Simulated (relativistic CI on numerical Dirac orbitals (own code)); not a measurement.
Calculated at this level of theory: Dirac-Coulomb-Breit CI, KLI orbitals optimised for each configuration, a model potential for QED, valence Slater integrals scaled by 0.85, P86 correlation energy added to each configuration (own radial code, finite nucleus).

Configuration list (outside the closed core [Ar]): 3d10, 3d9 4s, 3d9 4p, 3d8 4s2, 3d9 5s, 3d8 4s 4p, 3d9 4d, 3d9 5p, 3d9 6s, 3d9 4f, 3d9 5d, 3d9 6p, 3d9 5f, 3d9 5g, 3d9 6d, 3d9 6f, 3d8 4s 5s, 3d8 4p2. Levels of other configurations are missing.

Correlation outside the listed configurations is missing or only estimated: errors of thousands of cm⁻¹ between configurations and terms are usual at this charge. Rates and lifetimes follow the computed energies and can be off by large factors. The fine structure of a lone outer electron comes out too small, for d and f at times inverted, and misplaced configurations move strength between like terms. 12 of the 15 excited levels that our extract of the measured tables holds in this range could be paired (the sources list more); they are missed by 11870 cm⁻¹ on average and 13026 at most, and levels without a partner can miss by more.

Outline of the computed level scheme of Cu II. Lowest level of each configuration: 3d10 1S_0 at 0.0000 eV; 3d9 4s 3D_3 at 1.4440 eV; 3d8 4s2 3F_4 at 6.4342 eV; 3d9 4p 3P°_2 at 6.6603 eV; 3d8 4s 4p 5D°_4 at 10.8159 eV; 3d9 5s 3D_3 at 11.5248 eV.

Some strong electric-dipole decays among the lowest 45 levels: 3d9 4p 1P°_1 → 3d9 4s 1D_2 (4.1e+08 s⁻¹); 3d9 4p 3F°_4 → 3d9 4s 3D_3 (4.0e+08 s⁻¹); 3d9 4p 3P°_0 → 3d9 4s 3D_1 (3.6e+08 s⁻¹); 3d9 4p 3D°_1 → 3d9 4s 3D_1 (3.4e+08 s⁻¹); 3d9 4p 3P°_2 → 3d9 4s 3D_3 (3.2e+08 s⁻¹); 3d9 4p 3P°_1 → 3d9 4s 3D_2 (3.0e+08 s⁻¹); 3d9 4p 3F°_3 → 3d9 4s 3D_2 (2.7e+08 s⁻¹); 3d9 4p 1P°_1 → 3d10 1S_0 (2.7e+08 s⁻¹).

Rates of lines that live on the mixing of spin multiplicities can be off by large factors.

LS names give the leading component of a level, which can be under half, so a name can repeat, a term be missing and a line seem to break the LS rules.
